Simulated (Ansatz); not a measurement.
Stepwise reaction of `C[O][GeH3]` with water, as a gas-phase model of exchange steps in deposition or etching. ΔE in kJ/mol; ΔG adds harmonic PBE0-D4 terms to CCSD(T)/CBS, at 1 bar.

Program: Ansatz. Geometries: PBE0-D4/def2-TZVP. ΔE: electronic, gas phase. CCSD(T)/CBS adds triple-zeta CCSD(T) − MP2 to the extrapolated MP2 energy (def2 sets, frozen cores). This one scheme is used for every species. DFT in def2-TZVPP. B3LYP here is the variant with VWN-RPA as its local correlation; programs differ in this. For Ge outer-core shells are correlated without core-valence functions, which leaves a few kJ/mol of doubt a bond. Scalar relativity is left out up to krypton. Each species was taken in one conformer, which may not be the lowest.

```csv
step,reaction,PBE-D4,B3LYP-D4,ωB97M-V,CCSD(T)/CBS,ΔG(400 K)
1,`C[O][GeH3]` + H₂O → `C[O][GeH2][OH]` + H₂,-15.6,-17.8,-17.6,-16.4,-18.7
2,`C[O][GeH2][OH]` + H₂O → `C[O][GeH]([OH])[OH]` + H₂,-32.9,-35.7,-36.4,-34.9,-34.6
```

(1) By hand: ΔE of the 2 steps together at CCSD(T)/CBS.

## Answers

(1) (-16.4) + (-34.9) = -51.3 kJ/mol, or -25.6 kJ/mol a step.

In ΔE each step is lower than the one before. All are downhill at CCSD(T)/CBS. ΔG lies between -34.6 and -18.7 kJ/mol a step. PBE-D4 differs from CCSD(T)/CBS by 0.8 to 2.0 kJ/mol a step. Isolated molecules leave out the surface, adducts and barriers. Largest T1 diagnostic: 0.012.
